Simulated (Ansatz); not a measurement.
Frontier orbitals of C₂H₆O₂Si, SMILES `C1OC[SiH2]O1`.

Cartesian coordinates in Å:
```
C -0.033 0.966 -1.051
O 0.459 -0.334 -1.220
C 0.737 -0.916 0.055
Si -0.708 -0.226 1.068
O -0.989 0.999 -0.016
H -0.503 1.258 -1.991
H 0.786 1.659 -0.802
H 1.715 -0.585 0.433
H 0.766 -1.997 -0.076
H -1.890 -1.115 1.189
H -0.340 0.291 2.411
```

Charge 0, multiplicity 1. All single points use the PBE0-D4/def2-TZVP geometry. Basis def2-TZVPP, Ansatz 0.2.0.

```
functional  HOMO (eV)  LUMO (eV)  gap (eV)
       PBE      -6.22      -0.71      5.51
    revPBE      -6.16      -0.61      5.55
      PBE0      -7.74       0.15      7.89
   LC-ωPBE     -10.49       2.28     12.77
   ωB97M-V     -10.11       1.78     11.89
        HF     -11.52       3.04     14.56
```

From PBE to PBE0 the HOMO moves by −1.52 eV and the LUMO by +0.86 eV, and with ωB97M-V by −3.89 and +2.49 eV, so the gap grows from 5.50 to 11.89 eV with exact exchange. A positive LUMO is unbound and depends on the basis.

LC-ωPBE has ω = 0.4 bohr⁻¹.
